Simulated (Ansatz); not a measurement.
`C=C[SiH](F)Cl` → `F[Si]Cl` + ethylene at 600 K and 1 bar (silylene formation by 1,1-elimination).

Isolated molecules relaxed with PBE0-D4/def2-TZVP in Ansatz; ΔE leaves out vibrations. CBS: MP2 limit from def2 TZ/QZ plus the TZ coupled-cluster correction, frozen cores. This one scheme is used for every species. Each species was taken in one conformer, which may not be the lowest.

| species | CCSD(T)/CBS energy (Eh) | H − E (kJ/mol) | S (J/(mol·K)) |
| --- | --- | --- | --- |
| `C=C[SiH](F)Cl` | -927.26522 | 203.5 | 422.1 |
| `F[Si]Cl` | -848.72390 | 37.4 | 311.4 |
| `C=C` | -78.48111 | 161.6 | 257.2 |

H − E and S are ideal-gas, rigid-rotor, harmonic terms from PBE0-D4/def2-TZVP, for one conformer and one mirror image of each species. 1 Eh = 2625.50 kJ/mol, R = 8.31446 J/(mol·K).

Question: By hand: ΔE, ΔH, ΔS and ΔG.

Answer: ΔE = (-848.72390) + (-78.48111) − (-927.26522) = 0.06021 Eh = 158.1 kJ/mol. Δ(H − E) = 37.4 + 161.6 − 203.5 = -4.5, so ΔH = 153.6 kJ/mol. ΔS = 311.4 + 257.2 − 422.1 = 146.5 J/(mol·K). ΔG = 153.6 − 600 × (146.5)/1000 = 65.7 kJ/mol.

Question: By hand: the equilibrium constant, and the temperature at which ΔG would vanish if ΔH and ΔS stayed fixed.

Answer: log₁₀ K = −ΔG/(RT ln 10) = -5.7. ΔG = 0 at ΔH/ΔS = 1048 K.

The number of gas molecules changes by +1, which sets the sign of ΔS. A doubt of 5 kJ/mol in ΔE shifts log₁₀ K by 0.4 here. Other conformers and mirror images would add mixing entropy, several J/(mol·K) or more a flexible species. These are equilibria of isolated gas molecules and say nothing of rates. Largest T1 diagnostic: 0.014 (customary marks: 0.02 for closed shells, 0.045 for open ones).
